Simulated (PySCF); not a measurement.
Species: `Pc1ccccc1`. The columns A, B, C and D hold Mulliken, IAO, Hirshfeld and ESP-fitted charges (e) of one PBE0/pcSseg-1 density (PySCF), in a shuffled order. Coordinates in Å (PBE0-D3(BJ)/def2-SVP); the density's dipole moment is (-0.58, 0.17, -0.89) D.

| atom | x | y | z | A | B | C | D |
| --- | --- | --- | --- | --- | --- | --- | --- |
| P1 | 2.662 | -0.242 | 0.669 | +0.076 | +0.202 | +0.205 | -0.219 |
| C2 | 0.879 | -0.082 | 0.246 | -0.051 | -0.413 | -0.178 | -0.043 |
| C3 | 0.112 | -1.215 | -0.051 | -0.055 | -0.041 | -0.153 | -0.037 |
| C4 | -1.260 | -1.106 | -0.272 | -0.047 | -0.087 | -0.144 | -0.311 |
| C5 | -1.888 | 0.135 | -0.193 | -0.050 | -0.089 | -0.153 | +0.057 |
| C6 | -1.134 | 1.268 | 0.110 | -0.047 | -0.087 | -0.144 | -0.324 |
| C7 | 0.237 | 1.161 | 0.331 | -0.055 | -0.041 | -0.153 | -0.040 |
| H8 | 3.123 | 0.902 | -0.051 | -0.009 | +0.044 | -0.013 | +0.089 |
| H9 | 3.014 | -1.151 | -0.374 | -0.009 | +0.044 | -0.013 | +0.091 |
| H10 | 0.589 | -2.197 | -0.117 | +0.047 | +0.086 | +0.146 | +0.146 |
| H11 | -1.841 | -2.001 | -0.510 | +0.052 | +0.100 | +0.152 | +0.167 |
| H12 | -2.963 | 0.221 | -0.368 | +0.051 | +0.099 | +0.152 | +0.102 |
| H13 | -1.616 | 2.246 | 0.173 | +0.052 | +0.100 | +0.152 | +0.172 |
| H14 | 0.815 | 2.059 | 0.568 | +0.047 | +0.086 | +0.146 | +0.151 |

Question: Which column most likely holds the ESP-fitted charges?

Answer: D. Σ q r misses the density's dipole by 0.06 D (D), 1.26 D (A), 1.69 D (C), 2.19 D (B). Charges fitted to the outside potential are the only set here that is tied to the molecule's multipoles.

Question: And the Hirshfeld charges?

Answer: A. The mean sizes are 0.046 e (A), 0.109 e (B), 0.136 e (C), 0.139 e (D), and Hirshfeld charges are commonly the smallest of these schemes.

As computed, A = Hirshfeld, B = Mulliken, C = IAO, D = ESP-fitted. Hydrogens on carbon: Hirshfeld +0.05 to +0.05, Mulliken +0.09 to +0.10, IAO +0.15 to +0.15, ESP-fitted +0.10 to +0.17 e.

The Hirshfeld scheme divides the density at each point in proportion to the densities of the neutral, spherically averaged free atoms. The ESP scheme is a least-squares fit of atom-centred charges to the potential on four shells outside the van der Waals surface, with the total charge fixed.

Isolated species at its PBE0-D3(BJ)/def2-SVP geometry (one conformer only).

Shape of the structure used: `[PH2:1][c:2]1[cH:3][cH:4][cH:5][cH:6][cH:7]1`: H–P1–C2–C3 140°, H–P1–C2–C3 45°.
